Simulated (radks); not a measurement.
Results of a calculation; reference values are marked as such.
How relativity changes the ionisation of the cadmium ion Cd+ ([Kr] 4d10 5s1) to Cd2+ ([Kr] 4d10). Spin-unpolarised spherical Kohn-Sham, PBE, point nucleus unless stated (finite: rms radius 4.6087 fm), a radial shooting solver on a logarithmic mesh with Libxc functionals. A level marked "c x" has the speed of light scaled by that factor.

level,E(Cd+) (hartree),E(Cd2+) (hartree),IE (eV),HOMO,<r> HOMO (bohr)
non-rel.,-5466.73070,-5466.13290,16.267,5s,2.760
scalar-rel.,-5594.31308,-5593.68372,17.126,5s,2.650
"scalar-rel., finite nucleus",-5594.18681,-5593.55746,17.125,5s,2.650
Dirac,-5595.69438,-5595.06498,17.127,5s1/2,2.651
"Dirac, finite nucleus",-5595.56777,-5594.93839,17.126,5s1/2,2.651
"Dirac, c x 2",-5497.51463,-5496.90949,16.467,5s1/2,2.733
"Dirac, c x 5",-5471.59570,-5470.99675,16.298,5s1/2,2.756
"Dirac, c x 100",-5466.74283,-5466.14503,16.267,5s1/2,2.760

NIST Atomic Spectra Database: 16.908 eV (measured). The relativistic part of the total energy of Cd+ is -128.8 hartree (Dirac, finite nucleus), 2.4 % of the non-relativistic value. Spin polarisation and multiplet splitting of open shells are left out at every level.

Beside tabulated values, note that relativity, absent from the non-relativistic runs, is large for the heavy elements, and spin-unpolarised runs miss the spin-polarisation part of the exchange energy of open shells.
